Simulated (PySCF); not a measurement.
## Electron correlation in Ne(3+) (neon, charge +3)

[He] 2s2 2p3, high-spin 4S determinant. Calculation: PySCF 2.14, in cc-pVDZ-DK; the spin-free X2C one-electron Hamiltonian (Gaussian nucleus). Frozen: 1s2; 5 electrons correlated.

MP2 pair energies summed by pair of shells (mhartree):

```tsv
pair	energy	share (%)
2s-2p	-46.88	68.9
2p-2p	-14.44	21.2
2s-2s	-6.67	9.8
```

Total MP2 correlation energy: -68.00 mhartree.

Same-spin part -16.21 and opposite-spin part -51.79 mhartree; SCS-MP2 scales them by 1/3 and 6/5 to -67.55 mhartree.

```csv
level,correlation energy (mhartree)
CCSD,-80.39
(T),-0.27
CCSD(T),-80.66
```

Diagnostics: T1 = 0.0020, D1 = 0.0036, largest double amplitude 0.030.

Cost of the coupled-cluster step: 0.11 s of wall time on 1 thread of Neoverse-N1 (shared host), for 5 correlated electrons.
